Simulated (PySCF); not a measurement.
## Two-dimensional NMR puzzle

Compound of formula C$_{6}$H$_{10}$O$_{2}$Si. Correlations simulated from computed shifts and the bond graph:

HSQC (one-bond C–H):
| δH | δC |
| --- | --- |
| 10.08 | 199.3 |
| 6.68 | 155.4 |
| 6.66 | 145.9 |
| 3.01 | 39.5 |
| 0.83 | 4.2 |

COSY cross peaks (H two or three bonds apart, from the bond graph; peaks can be absent where the dihedral angle is near 90°):
| δH | δH |
| --- | --- |
| 10.08 | 6.66 |
| 6.68 | 6.66 |
| 4.15 | 0.83 |
| 3.01 | 0.83 |

HMBC (two and three bonds, from the bond graph):
| δH | δC |
| --- | --- |
| 10.08 | 155.4, 145.9 |
| 6.68 | 212.6, 199.3, 145.9, 39.5 |
| 6.66 | 212.6, 199.3, 155.4 |
| 4.15 | 39.5, 4.2 |
| 3.01 | 212.6, 155.4, 4.2 |
| 0.83 | 212.6, 39.5 |

Carbons without hydrogens: δ 212.6.

[PySCF 2.14.0 with density-fitted response routines: GIAO PBE0/pcSseg-1 shieldings; geometry: GFN2-xTB; non-relativistic; one computed conformer; in vacuum; equivalent nuclei averaged]

Scale: $^{1}$H (σref 31.72), $^{13}$C (σref 186.93) vs TMS (reference shieldings calculated alike).

Exchangeable hydrogens are left out of these lists.

Task: Assemble the structure.

Result: SMILES O=C/C=C/C(=O)CC[SiH3].

Mapped SMILES: `[O:1]=[CH:2]/[CH:3]=[CH:4]/[C:5](=[O:6])[CH2:7][CH2:8][SiH3:9]`. Hydrogens are named by the atom that carries them.

δC 212.6 is C5, a ketone carbonyl carbon. δC 199.3 is C2, an aldehyde carbonyl carbon (δH 10.08). δC 155.4 is C4, a β carbon of a C=C–C=O unit (δH 6.68). δC 145.9 is C3, a β carbon of a C=C–C=O unit (δH 6.66). δC 39.5 is C7, an sp3 CH2 α to a carbonyl (δH 3.01). δC 4.2 is C8, an sp3 CH2 bonded to Si (δH 0.83). HMBC from δH 6.68 reaches the proton-free carbon C5. HMBC from δH 6.66 reaches the proton-free carbon C5. HMBC from δH 3.01 reaches the proton-free carbon C5. HMBC from δH 0.83 reaches the proton-free carbon C5. COSY links 10.08–6.66, 6.68–6.66, 4.15–0.83, 3.01–0.83.

This is the structure that produced the data.

Shifts are as computed. Against solution values, carbons near 30 ppm lie about +3 ppm off and those near 130 ppm about +5 ppm. Of 1309 compounds with measured shifts, 239 miss one by over three times the rms of a fit or turn the order of signals round; such compounds aren't used in these exercises.
